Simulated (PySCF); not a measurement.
Isomers of C3H12OSi2, one GFN2-xTB conformer each. Single-point energies are computed at PBE0/pcSseg-1 (PySCF, gas phase, no added dispersion term), electronic only.

Question: Rank them by PBE0/pcSseg-1 energy, lowest first (kJ/mol).
A. `[CH3:1][CH2:2][SiH2:3][O:4][SiH2:5][CH3:6]` with C1–C2–Si3–O4 -177°
B. `[CH3:1][CH2:2][Si@H:3]([CH3:4])[O:5][SiH3:6]` with C1–C2–Si3–C4 177°, C2–Si3–O5–Si6 -21°
C. `[CH3:1][O:2][C@@H:3]([SiH3:4])[CH2:5][SiH3:6]` with C1–O2–C3–Si4 82°, O2–C3–C5–Si6 34°

Answer: B (0.0), A (0.1), C (337.5).

As drawn, the lowest has an Si–O bond, which the highest lacks. Neighbours under 10 kJ/mol apart (CC[Si@H](C)O[SiH3] and CC[SiH2]O[SiH2]C) can change places with a better method, another conformer or zero-point energy. GFN2-xTB itself gives, in the same order: 1.1, 0.0, 308.8. GFN2-xTB puts CC[SiH2]O[SiH2]C lowest instead; measured from each level's own lowest isomer, the values differ by up to 28.7 kJ/mol (CO[C@@H]([SiH3])C[SiH3]: 308.8 against 337.5).

Q: Which frontier levels, dipoles and rotational constants go with these structures?

A: 
| SMILES | HOMO (eV, PBE0/pcSseg-1) | LUMO (eV) | dipole (D) | A, B, C (MHz) |
| --- | --- | --- | --- | --- |
| CC[Si@H](C)O[SiH3] | -7.88 | 0.40 | 0.71 | 2408, 1620, 1057 |
| CC[SiH2]O[SiH2]C | -7.94 | 0.67 | 1.08 | 4945, 924.0, 852.0 |
| CO[C@@H]([SiH3])C[SiH3] | -7.24 | 0.67 | 1.64 | 3197, 1429, 1053 |
